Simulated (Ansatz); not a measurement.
`N#C[Si](F)(Cl)Cl` and `F[Si]([SiH3])(Cl)Cl` differ in one atom or group.

Ansatz, PBE0-D4/def2-TZVP geometries, multiplicity 1. 

```json
{"property": "HOMO–LUMO gap (PBE/def2-TZVPP) / eV", "`N#C[Si](F)(Cl)Cl`": "6.31"}
{"property": "HOMO–LUMO gap (PBE0/def2-TZVPP) / eV", "`N#C[Si](F)(Cl)Cl`": "8.71"}
{"property": "ideal-gas entropy at 298 K and 1 bar (rigid rotor, harmonic PBE0-D4/def2-TZVP) / J/(mol·K)", "`N#C[Si](F)(Cl)Cl`": "356"}
{"property": "size of the dipole moment (PBE/def2-TZVPP) / D", "`N#C[Si](F)(Cl)Cl`": "2.35"}
{"property": "LUMO energy (B3LYP/def2-TZVPP) / eV", "`N#C[Si](F)(Cl)Cl`": "-1.67"}
{"property": "HOMO energy (PBE/def2-TZVPP) / eV", "`N#C[Si](F)(Cl)Cl`": "-8.74"}
```

Problem. Give the same properties after the change, and the shifts. (Estimate.)

Solution. Ansatz gave: 
| property | `F[Si]([SiH3])(Cl)Cl` | shift |
| --- | --- | --- |
| HOMO–LUMO gap (PBE/def2-TZVPP) / eV | 6.11 | -0.20 |
| HOMO–LUMO gap (PBE0/def2-TZVPP) / eV | 8.19 | -0.52 |
| ideal-gas entropy at 298 K and 1 bar (rigid rotor, harmonic PBE0-D4/def2-TZVP) / J/(mol·K) | 374 | 18 |
| size of the dipole moment (PBE/def2-TZVPP) / D | 1.60 | -0.75 |
| LUMO energy (B3LYP/def2-TZVPP) / eV | -0.73 | 0.94 |
| HOMO energy (PBE/def2-TZVPP) / eV | -7.54 | 1.20 |

With PBE0 the HOMO rises by 1.41 eV and the LUMO rises by 0.89 eV, so the gap narrows by about 0.52 eV. PBE moves the HOMO by 1.20 eV and ωB97M-V by 1.64 eV. The zero-point energy changes by 42.8 kJ/mol with +6 modes. Dipoles are sizes alone; their direction can turn.

B3LYP here is the variant with VWN-RPA as its local correlation; programs differ in this.
